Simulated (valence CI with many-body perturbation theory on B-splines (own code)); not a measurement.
**E1 line list for Cd XLIII**

Calculated by configuration interaction combined with many-body perturbation theory (CI+MBPT): four valence electrons over a frozen Dirac-Fock core [He], radial functions for each j: 11 s, 11 p, 9 d, 7 f, 5 g, 2 h, 1 i, with the one-electron correlation potential Σ1 (screened to all orders), the two-electron term Σ2, the three-electron term Σ3, Breit, model QED; selected single and double excitations, second order for the rest (own B-spline code, finite nucleus).

The last digits are not significant, and no measured levels were compared; by estimate large intervals hold to a few tenths of a per cent, small ones and those within an open d or f shell to about a per cent. Among the levels kept, up to 260 cm⁻¹ of a level comes from second order outside the variational space, and about a tenth of that is noise between levels of different J, which matters for small intervals.

Lines 51 to 100 of 258 in falling wavelength, among levels below 4424.6 eV, chosen from the strongest by gf and those to the six lowest levels. Wavelengths and rates use the calculated energies. Electric multipoles are in the length gauge, E1 and E2 with the static RPA response of the core. Weak lines are less certain than strong ones. Lines between different terms over intervals too small for the method are left out, as are lines whose strength nearly cancels. The highest levels of a list are the least certain.

Levels are named by their leading jj configuration (3d3/2^4 stands for four electrons in 3d with j = 3/2), which in mixed levels can hold well under half, so a name can repeat and another be missing. Letters in brackets count levels of one name in rising energy.

```csv
λ vac (Å),Upper,Lower,A (s⁻¹),log gf,Branch %
87.57,(2s 2p1/2^2 2p3/2) J=2,(2s^2 2p1/2 2p3/2) J=2,3.31e+09,-1.72,35.0
81.88,(2s 2p1/2 2p3/2^2) J=3,(2s^2 2p3/2^2) J=2,6.82e+09,-1.32,9.1
79.61,(2s 2p1/2^2 2p3/2) J=2,(2s^2 2p1/2 2p3/2) J=1,6.13e+09,-1.54,65.0
63.66,(2s 2p1/2 2p3/2^2) J=1 [a],(2s^2 2p3/2^2) J=2,5.64e+09,-1.99,1.0
63.35,(2s 2p1/2^2 2p3/2) J=1,(2s^2 2p1/2 2p3/2) J=2,1.54e+10,-1.56,4.3
60.88,(2p1/2^2 2p3/2 3s) J=2,(2s 2p1/2 2p3/2 3s) J=3,3.55e+10,-1.01,0.2
60.53,(2s 2p1/2 2p3/2^2) J=2 [b],(2s^2 2p3/2^2) J=2,9.01e+09,-1.61,1.6
59.26,(2s 2p1/2 2p3/2^2) J=1 [b],(2s^2 2p3/2^2) J=2,3.96e+09,-2.20,0.8
59.08,(2s 2p1/2^2 2p3/2) J=1,(2s^2 2p1/2 2p3/2) J=1,3.08e+09,-2.32,0.9
55.25,(2p1/2^2 2p3/2^2) J=2,(2s 2p1/2 2p3/2^2) J=3,5.59e+10,-0.89,10.1
36.56,(2s 2p1/2 2p3/2^2) J=2 [a],(2s^2 2p1/2 2p3/2) J=1,7.87e+10,-1.10,96.3
34.90,(2s 2p1/2 2p3/2^2) J=3,(2s^2 2p1/2 2p3/2) J=2,6.80e+10,-1.06,90.9
33.69,(2p1/2 2p3/2^3) J=1,(2s 2p1/2 2p3/2^2) J=1 [b],2.12e+11,-0.97,24.3
32.73,(2s 2p3/2^3) J=2,(2s^2 2p3/2^2) J=2,2.99e+11,-0.62,96.6
32.54,(2s 2p1/2 2p3/2 3p3/2) J=3 [c],(2s^2 2p1/2 3p3/2) J=2,2.65e+11,-0.53,0.7
32.42,(2p1/2 2p3/2^3) J=1,(2s 2p1/2 2p3/2^2) J=1 [a],2.12e+11,-1.00,24.3
32.30,(2p1/2^2 2p3/2^2) J=2,(2s 2p1/2^2 2p3/2) J=1,1.98e+11,-0.81,35.8
32.29,(2s 2p3/2^2 3s) J=3,(2s^2 2p1/2 3d3/2) J=2,1.03e+11,-0.95,1.3
32.26,(2s 2p1/2 2p3/2 3p3/2) J=2 [c],(2s^2 2p1/2 3p3/2) J=1,2.97e+11,-0.64,0.8
32.17,(2p3/2^4) J=0,(2s 2p3/2^3) J=1,1.08e+12,-0.77,95.2
32.07,(2s 2p1/2 2p3/2 3d3/2) J=3 [c],(2s^2 2p1/2 3d3/2) J=2,1.27e+11,-0.86,0.7
32.05,(2s 2p1/2 2p3/2 3d3/2) J=2 [d],(2s^2 2p1/2 3d3/2) J=1,2.47e+11,-0.72,0.1
32.03,(2s 2p1/2 2p3/2 3p1/2) J=2 [c],(2s^2 2p1/2 3p1/2) J=1,2.71e+11,-0.68,1.2
31.99,(2p1/2 2p3/2^3) J=2,(2s 2p1/2 2p3/2^2) J=2 [b],4.42e+11,-0.47,56.8
31.96,(2s 2p1/2 2p3/2 3p1/2) J=1 [b],(2s^2 2p1/2 3p1/2) J=1,3.62e+11,-0.78,0.8
31.89,(2s 2p1/2 2p3/2 3p1/2) J=1 [c],(2s^2 2p1/2 3p1/2) J=0,3.16e+11,-0.84,1.1
31.79,(2s 2p1/2 2p3/2 3p3/2) J=2 [d],(2s^2 2p1/2 3p3/2) J=2,3.37e+11,-0.59,0.9
31.73,(2s 2p1/2 2p3/2 3s) J=1 [c],(2s^2 2p1/2 3s) J=1,2.75e+11,-0.90,1.0
31.72,(2s 2p1/2 2p3/2 3s) J=2 [c],(2s^2 2p1/2 3s) J=1,2.81e+11,-0.67,1.2
31.68,(2s 2p1/2 2p3/2 3d3/2) J=2 [c],(2s^2 2p1/2 3d3/2) J=2,2.72e+11,-0.69,0.2
31.55,(2s 2p1/2 2p3/2 3d3/2) J=1 [c],(2s^2 2p1/2 3d3/2) J=2,4.20e+11,-0.73,0.6
31.40,(2s 2p1/2 2p3/2 3p3/2) J=1 [c],(2s^2 2p1/2 3p3/2) J=1,2.40e+11,-0.97,0.6
31.36,(2s 2p1/2 2p3/2 3p3/2) J=1 [d],(2s^2 2p1/2 3p3/2) J=2,2.99e+11,-0.88,7.5
30.95,(2s 2p1/2 2p3/2^2) J=0,(2s^2 2p1/2 2p3/2) J=1,3.05e+11,-1.36,100.0
30.80,(2p1/2^2 2p3/2 3s) J=2,(2s 2p1/2^2 3s) J=1,2.11e+11,-0.82,1.1
30.75,(2s 2p1/2^2 2p3/2) J=1,(2s^2 2p1/2^2) J=0,3.43e+11,-0.84,94.9
30.34,(2s 2p1/2 2p3/2^2) J=2 [b],(2s^2 2p1/2 2p3/2) J=2,5.22e+11,-0.44,93.7
30.04,(2s 2p1/2 2p3/2^2) J=1 [a],(2s^2 2p1/2 2p3/2) J=1,5.18e+11,-0.68,95.2
30.02,(2s 2p1/2 2p3/2^2) J=1 [b],(2s^2 2p1/2 2p3/2) J=2,4.77e+11,-0.71,91.7
29.39,(2p1/2^2 2p3/2^2) J=0,(2s 2p1/2^2 2p3/2) J=1,5.94e+11,-1.11,85.2
29.33,(2s 2p1/2 2p3/2^2) J=2 [b],(2s^2 2p1/2 2p3/2) J=1,2.61e+10,-1.77,4.7
29.02,(2s 2p1/2 2p3/2^2) J=1 [b],(2s^2 2p1/2 2p3/2) J=1,2.33e+10,-2.05,4.5
28.97,(2s 2p3/2^3) J=1,(2s^2 2p3/2^2) J=2,6.28e+11,-0.62,75.6
28.30,(2p1/2^2 2p3/2^2) J=2,(2s 2p1/2^2 2p3/2) J=2,2.44e+11,-0.83,44.1
21.18,(2p1/2 2p3/2^3) J=1,(2s 2p1/2^2 2p3/2) J=1,3.02e+10,-2.22,3.5
19.20,(2s 2p3/2^3) J=1,(2s^2 2p1/2 2p3/2) J=1,2.52e+10,-2.38,3.0
3.441,(2s 2p1/2^2 3s) J=1,(2s 2p1/2^2 2p3/2) J=1,2.71e+12,-1.84,11.5
3.425,(2s 2p1/2^2 3s) J=0,(2s 2p1/2^2 2p3/2) J=1,2.75e+13,-1.32,99.6
3.423,(2p1/2^2 2p3/2 3s) J=2,(2p1/2^2 2p3/2^2) J=2,1.33e+13,-0.93,69.5
3.420,(2s^2 2p1/2 3p3/2) J=1,(2s 2p1/2^2 2p3/2) J=2,4.86e+12,-1.59,84.9
```
